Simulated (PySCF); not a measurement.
## The first ionisation energy along group 10

Calculated with PySCF 2.14 from differences of total energies of unrestricted determinants, without spin-orbit coupling. Values in eV. The last column holds reference values (NIST; (s) semi-empirical, (t) theoretical, else measured). Unmarked ones compare directly (S terms, centres of terms, or small fine structure); those marked * lie between the lowest fine-structure levels and include a spin-orbit shift.

```tsv
element	configurations	UHF	MP2 (valence)	SCS-MP2 (valence)	reference
Ni (cc-pVTZ, non-relativistic)	[Ar] 3d8 4s2 → [Ar] 3d9	7.721	6.387	6.598	7.640 *
Pd (cc-pVTZ-PP with ECP28MDF, ECP)	[Kr] 4d10 → [Kr] 4d9	6.241	8.469	8.241	8.512
Pt (cc-pVTZ-PP with ECP60MDF, ECP)	[Xe] 4f14 5d9 6s1 → [Xe] 4f14 5d9	7.569	8.925	8.711	8.959 *
```

"Valence" correlates the outer s and p shells and, in groups 3 to 12 and the f block, the outer d or f shell, open or full, or the next shell where the ion has no valence electron left; the wider scheme adds the next inner shell.
